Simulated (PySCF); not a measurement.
Electron correlation in Sb²⁺ (antimony, charge +2)

Starting occupation: [Kr] 4d10 5s2 5p1, 5p3/2 with m_j = +3/2. Computed with PySCF 2.14 in x2c-TZVPPall-2c (8s9p5d2f, 74 functions), with X2C-1e with screened-nucleus spin-orbit coupling, Gaussian nucleus. Frozen: [Ar] 3d10; 21 electrons correlated; the 6 highest virtual spinors left out.

MP2 pair energies summed by pair of shells (mhartree):

```tsv
pair	energy	share (%)
4d3/2-4d5/2	-78.34	19.8
4d5/2-4d5/2	-57.17	14.4
4d5/2-5s1/2	-40.56	10.2
4d3/2-5s1/2	-26.74	6.7
4d3/2-4d3/2	-24.30	6.1
4d5/2-4p3/2	-23.73	6.0
5s1/2-5s1/2	-19.24	4.9
5p3/2-5s1/2	-16.63	4.2
4d3/2-4p3/2	-16.12	4.1
4d5/2-4p1/2	-12.34	3.1
4d5/2-5p3/2	-10.97	2.8
4p1/2-4p3/2	-9.37	2.4
4p3/2-4p3/2	-9.09	2.3
4d5/2-4s1/2	-8.01	2.0
4d3/2-4p1/2	-7.76	2.0
4d3/2-5p3/2	-6.96	1.8
4p3/2-4s1/2	-6.14	1.5
4p3/2-5s1/2	-5.42	1.4
4d3/2-4s1/2	-5.31	1.3
4p1/2-4s1/2	-3.16	0.8
4p1/2-5s1/2	-2.46	0.6
4p1/2-4p1/2	-2.21	0.6
4s1/2-4s1/2	-1.54	0.4
4p3/2-5p3/2	-1.37	0.3
4s1/2-5s1/2	-0.77	0.2
4p1/2-5p3/2	-0.69	0.2
4s1/2-5p3/2	-0.21	0.1
```

Total MP2 correlation energy: -396.62 mhartree.

This basis was not built for core-valence correlation, so the inner-shell part is incomplete.
